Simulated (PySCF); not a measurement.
Identify the unknown among the candidates.

All candidates are H13NOSi6.

- 1H NMR: chemical shifts (computed TMS as zero) by class: 6.36 (1 H), 5.80 (1 H), 4.81 (3 H), 3.74 (1 H), 3.73 (1 H), 3.72 (1 H), 3.61 (1 H), 3.58 (1 H), 3.44 (1 H), -0.55 (2 H) ppm [GIAO PBE0/pcSseg-1]
- Dipole: 1.70 D [PBE0/pcSseg-1]
- Rotational structure: rotational constants A, B, C: 0.789, 0.594, 0.514 GHz [GFN2-xTB]
- NMR, other nuclei: isotropic shieldings of nuclei other than C and H, by class: 271 (1 N), 341 (1 O), 351 (1 Si), 393 (1 Si), 394 (1 Si), 470 (1 Si), 477 (1 Si), 478 (1 Si) ppm [GIAO PBE0/pcSseg-1]

Gas-phase values; electronic properties from PySCF, density fitting. Levels stand in brackets. The structure is a single GFN2-xTB conformer in the gas phase; no vibrational or solvent corrections. Each NMR value is the plain mean over a class of atoms that symmetry, rotation or inversion makes alike.

Problem. Which candidate is it?
A. `[SiH3]N[Si@H]1[SiH2]O[SiH2][SiH2][SiH2]1`
B. `N[Si@@H]1[SiH2][SiH2][SiH2][SiH2][Si@@H]1O`
C. `N[Si]1(O[SiH3])[SiH2][SiH2][SiH2][SiH2]1`
D. `N[Si@@H]1[SiH2][SiH2][SiH2][Si@H]1O[SiH3]`

Solution. D. It is `N[Si@@H]1[SiH2][SiH2][SiH2][Si@H]1O[SiH3]`. Numbering: `[NH2:1][Si@@H:2]1[SiH2:3][SiH2:4][SiH2:5][Si@H:6]1[O:7][SiH3:8]`. Its formula, H13NOSi6, gives 1 degree of unsaturation: 1 ring and 0 π bonds in the structure found. Hydrogen classes from least to most shielded: 1 H on an oxygen-bound silicon, Si6 (6.36 ppm), 1 H on an SiH silicon, Si2 (5.80 ppm), 3 H on an oxygen-bound silicon, Si8 (4.81 ppm), 1 H on an SiH2 silicon, Si5 (3.74 ppm), 1 H on an SiH2 silicon, Si4 (3.73 ppm), 1 H on an SiH2 silicon, Si4 (3.72 ppm), 1 H on an SiH2 silicon, Si3 (3.61 ppm), 1 H on an SiH2 silicon, Si3 (3.58 ppm), 1 H on an SiH2 silicon, Si5 (3.44 ppm), 2 H on a silicon-bound nitrogen, N1 (-0.55 ppm). The other shieldings belong to: 271 ppm, silicon-bound nitrogen [N1]; 341 ppm, siloxane oxygen [O7]; 351 ppm, oxygen-bound silicon [Si6]; 393 ppm, oxygen-bound silicon [Si8]; 394 ppm, SiH silicon [Si2]; 470 ppm, SiH2 silicon [Si3]; 477 ppm, SiH2 silicon [Si4]; 478 ppm, SiH2 silicon [Si5]. The optimised geometry has point group C1 and is an asymmetric top.

The others, at the same levels:
- `N[Si@@H]1[SiH2][SiH2][SiH2][SiH2][Si@@H]1O` fails: its computed 1H shifts are 6.38 (1 H), 5.21 (1 H), 3.78 (1 H), 3.77 (1 H), 3.77 (1 H), 3.75 (1 H), 3.70 (1 H), 3.68 (1 H), 3.44 (1 H), 3.17 (1 H), 0.63 (1 H), -0.17 (2 H) ppm, smallest rotational constant is 0.411 GHz (against 0.514 GHz) and dipole moment is 2.77 D (against 1.70 D).
- `[SiH3]N[Si@H]1[SiH2]O[SiH2][SiH2][SiH2]1` fails: its computed 1H shifts are 5.92 (1 H), 5.85 (1 H), 5.69 (1 H), 5.63 (1 H), 5.60 (1 H), 4.55 (3 H), 3.91 (1 H), 3.75 (1 H), 3.35 (1 H), 3.35 (1 H), -1.35 (1 H) ppm, rotational constant A is 1.230 GHz (against 0.789 GHz) and smallest rotational constant is 0.332 GHz (against 0.514 GHz).
- `N[Si]1(O[SiH3])[SiH2][SiH2][SiH2][SiH2]1` fails: its computed 1H shifts are 5.11 (3 H), 3.59 (2 H), 3.51 (2 H), 3.34 (2 H), 3.00 (2 H), 0.52 (2 H) ppm, rotational constant A is 0.899 GHz (against 0.789 GHz) and smallest rotational constant is 0.458 GHz (against 0.514 GHz).
